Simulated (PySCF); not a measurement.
# Low-lying terms of Hg (mercury, neutral)

Ground state [Xe] 4f14 5d10 6s2, ¹S. Computed with PySCF 2.14 in x2c-TZVPall with one added diffuse shell each of s, p, d type (12s8p8d2f, 90 functions), with scalar relativity by spin-free X2C-1e. Vertical excitation energies in eV without spin-orbit coupling; excited terms of each kind are numbered among those the solver found. Frozen: [Xe] 4f14.

| term | leading excitation | EOM-EE-CCSD | measured centre of gravity (NIST) |
| --- | --- | --- | --- |
| 1 3P° | 6s → p | 5.013 | n/a |
| 1 1P° | 6s → p | 6.632 | n/a |
| 1 3S | 6s → s | 7.430 | 7.730 (5d10(1S)6s7s) |
| 1 1S | 6s → s | 7.658 | 7.926 (5d10(1S)6s7s) |
| 2 3P° | 6s → p | 8.514 | n/a |
| 1 3D | 6s → d | 8.837 | n/a |
| 1 1D | 6s → d | 8.841 | n/a |
| 2 1P° | 6s → p | 8.844 | n/a |
| 2 3S | 6s → s | 10.677 | n/a |
| 2 1S | 6s → s | 11.114 | n/a |

Only the lower part of the computed list is shown. Doubly excited terms such as np² are absent. The solver can miss terms. Rydberg members are limited by the diffuse functions of the basis.
